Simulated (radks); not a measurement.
Problem. Radial electron density D(r) = 4 pi r^2 rho(r) of an atom or ion with 35.625 electrons. Calculated with a radial shooting solver on a logarithmic mesh with Libxc functionals: scalar-relativistic Kohn-Sham, PBEsol, spin-polarised, spherical densities, finite nucleus; Fermi nuclear charge, rms radius of each element as measured or else 0.836 A^(1/3) + 0.57 fm.

```
   r/bohr * D(r) (the largest magnitude, 54.8, reaches the edge; | marks zero)
 0.002616 |  *
 0.003406 |    *
 0.004436 |      *
 0.005776 |          *
 0.007521 |               *
 0.009793 |                      *
  0.01275 |                             *
   0.0166 |                                     *
  0.02162 |                                           *
  0.02815 |                                             *
  0.03666 |                                           *
  0.04774 |                                       *
  0.06216 |                                      *
  0.08094 |                                           *
   0.1054 |                                                    *
   0.1372 |                                                      *
   0.1787 |                                            *
   0.2327 |                                *
    0.303 |                                *
   0.3914 |                                      *
   0.5096 |                                 *
   0.6636 |                   *
   0.8641 |         *
    1.125 |      *
    1.465 |     *
    1.908 |   *
    2.484 |*
    3.235 *
    4.212 *
    5.485 *
```

What is the nuclear charge?

Solution. Z = 37. The innermost maximum, from 1s, lies near gamma/Z bohr with gamma = sqrt(1 - (Z/c)^2) = 0.963, here 0.026 bohr (found: 0.0284), and its height grows with Z. The density is that of the rubidium ion Rb1.375+ in [Ar] 3d(up 5, down 4.625) 4s2 4p6; the configuration itself is not fixed sharply by these data, and Z only to a few units. D(r) has 3 maxima, at r = 0.0284, 0.126, 0.411 bohr, and minima at 0.0578, 0.262 bohr, inside which lie 2.05, 11.00 electrons.
